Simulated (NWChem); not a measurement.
Molecule: C₂H₅ClN₂Si; SMILES N1=C[Si@@](N)(Cl)C1

```xyz
11

N      1.9666    -0.5566     0.0964
Si     0.3215    -0.0370     0.0328
Cl    -0.8008    -1.8012    -0.0463
C     -0.4751     1.3359     1.0833
N     -0.6789     2.1368     0.0823
C     -0.1547     1.4160    -1.1187
H      2.2232    -1.4232     0.5742
H      2.7315     0.1217     0.0900
H     -0.7797     1.6177     2.1108
H     -0.9541     1.2582    -1.8727
H      0.6570     1.9916    -1.6128
```
Atoms are numbered in this order, from 1.

Program: NWChem. Pople sets run with spherical d functions. Coordinates come from a PBE-D3(BJ)/def2-SVP optimisation. Level B3LYP/6-31G*: single points from the atomic guess with DIIS by default; each run changes one setting, and all converged runs end within 0.3 mHa of each other.

Problem. Which setting needs the most SCF iterations, or fails (defaults; level shift of 0.5 Ha throughout; no level shifting; core-Hamiltonian guess; no DIIS, 40 % damping)?

Solution. no DIIS, 40 % damping, which doesn't converge.
```tsv
setting	SCF iterations
defaults	9
level shift of 0.5 Ha throughout	12
core-Hamiltonian guess	14
no level shifting	9
no DIIS, 40 % damping	not converged in 200
```
